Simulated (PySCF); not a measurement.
C2H6Ge, SMILES C=[CH][GeH3].

Geometry optimised at r2SCAN-D4/def2-SVP.

Computed with PBE0/def2-TZVPD (PySCF).

Isolated molecule, no solvent.

| Item | Result |
|---|---|
| total energy | -2156.44751 hartree |
| point group | Cs |
| highest occupied level | -7.89 eV |
| lowest empty level | -0.41 eV |
| orbital gap | 7.48 eV |
| dipole moment | 0.57 D |
| quadrupole, principal values (traceless, Buckingham form, about the centre of nuclear charge) | -3.35, 1.59, 1.76 D·Å |
| mean static polarisability | 59.0 bohr³ (8.75 Å³) |
| polarisability, principal values | 48.3, 54.3, 74.5 bohr³ |
